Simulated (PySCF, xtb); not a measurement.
C₄H₉FSi, SMILES C[C@H]1C[C@@]1(F)[SiH3].

Harmonic wavenumbers (cm⁻¹) from GFN2-xTB run with xtb 6.7.1 at its own minimum, in rising order: 66, 138, 187, 193, 270, 324, 392, 443, 542, 558, 569, 769, 773, 788, 843, 866, 911, 966, 1008, 1048, 1097, 1109, 1156, 1172, 1276, 1391, 1414, 1462, 1488, 1496, 2260, 2277, 2303, 3016, 3025, 3036, 3049, 3086, 3101.

Q: What does PBE-D3(BJ)/def2-SVP (PySCF) give at its own minimum? (An estimate is asked for; the answer gives what the named calculation found.)

A: 112, 148, 188, 200, 257, 315, 375, 436, 528, 614, 638, 789, 825, 871, 882, 900, 913, 917, 971, 994, 1064, 1072, 1138, 1163, 1236, 1329, 1360, 1406, 1414, 1433, 2165, 2176, 2182, 2968, 3051, 3055, 3059, 3078, 3156. Paired by order, the mean absolute difference is 40 cm⁻¹ and the zero-point energies are 71.3 and 70.6 kcal/mol.
